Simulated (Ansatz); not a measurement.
Cost and result for the atomization energy of C2H8AlFSi (`C[CH2][Al]([F])[SiH3]`) (13 atoms, 12 bonds).

```csv
atom,x (Å),y (Å),z (Å)
C1,1.792,-0.382,-0.285
C2,0.611,-1.050,-0.990
Al3,-1.143,-0.385,-0.453
F4,-2.482,-1.052,-1.167
Si5,-1.549,1.355,1.231
H6,1.744,-0.510,0.800
H7,1.822,0.694,-0.474
H8,2.751,-0.793,-0.614
H9,0.624,-2.134,-0.821
H10,0.697,-0.938,-2.078
H11,-0.529,2.439,1.139
H12,-2.895,1.979,1.107
H13,-1.442,0.779,2.604
```

Total charge 0; spin multiplicity 1. The geometry is a stationary point of PBE0-D4/def2-TZVP. It is one conformer, not always the lowest. Program: Ansatz. All runs use 4 threads of an Arm Neoverse V1 on a shared host. Times are those of one run each, without the atoms' runs, and a repeat can differ threefold. Electronic energies, without spin–orbit coupling; frozen cores. CCSD(T)/CBS adds CCSD(T) − MP2 in def2-TZVPP to the MP2 limit, and its time is that of the two runs behind it. T1 = 0.012. B3LYP takes the VWN-RPA correlation (the form of Gaussian; ORCA's B3LYP/G).

CCSD(T)/CBS is a level of theory with its own doubt, some kJ/mol a heavy atom from the limit and from the frozen cores, so smaller differences don't rank the functionals.

| level | functions | wall time |
| --- | --- | --- |
| PBE-D4/def2-TZVPP (with forces) | 289 | 3.2 s |
| PBE0-D4/def2-TZVPP | 289 | 4 s |
| r2SCAN-D4/def2-TZVPP (with forces) | 289 | 6.5 s |
| B3LYP-D4/def2-TZVPP (with forces) | 289 | 6.5 s |
| B2PLYP/def2-TZVPP | 289 | 7.5 s |
| ωB97X-V/def2-TZVPP | 289 | 11 s |
| ωB97M-V/def2-TZVPP (with forces) | 289 | 16 s |
| MP2/def2-QZVPP | 551 | 30 s |
| CCSD(T)/def2-TZVPP | 289 | 4.1 min |
| CCSD(T)/CBS(def2) | – | 4.5 min |

**Question.** What atomization energy does each give, and how far from CCSD(T)/CBS? (Best estimate.)

**Answer.** Computed: 
| level | atomization (kcal/mol) | difference from CCSD(T)/CBS | per bond |
| --- | --- | --- | --- |
| PBE-D4/def2-TZVPP (with forces) | 1099.9 | 3.3 | 0.3 |
| PBE0-D4/def2-TZVPP | 1089.9 | -6.7 | -0.6 |
| r2SCAN-D4/def2-TZVPP (with forces) | 1096.5 | -0.1 | 0.0 |
| B3LYP-D4/def2-TZVPP (with forces) | 1092.5 | -4.1 | -0.3 |
| B2PLYP/def2-TZVPP | 1082.0 | -14.6 | -1.2 |
| ωB97X-V/def2-TZVPP | 1098.4 | 1.8 | 0.1 |
| ωB97M-V/def2-TZVPP (with forces) | 1094.9 | -1.7 | -0.1 |
| MP2/def2-QZVPP | 1094.1 | -2.5 | -0.2 |
| CCSD(T)/def2-TZVPP | 1071.1 | -25.5 | -2.1 |
| CCSD(T)/CBS(def2) | 1096.6 | 0.0 | 0.0 |

The D4 term adds +9.1 kcal/mol with B3LYP and +4.9 kcal/mol with PBE0; it sums over pairs of atoms, weighted by their polarisabilities, and B3LYP, whose exchange is more repulsive, gets the larger term. From PBE to PBE0 (25 % exact exchange), in def2-TZVPP and without D4, the atomization energy moves by −9.3 kcal/mol: exact exchange takes away binding that semilocal exchange gives to molecules. In def2-TZVPP, CCSD(T) changes the Hartree–Fock value by +235.3 kcal/mol (the triples alone add +11.5 kcal/mol) and MP2 by +243.0 kcal/mol; breaking electron pairs costs correlation energy, which Hartree–Fock lacks.
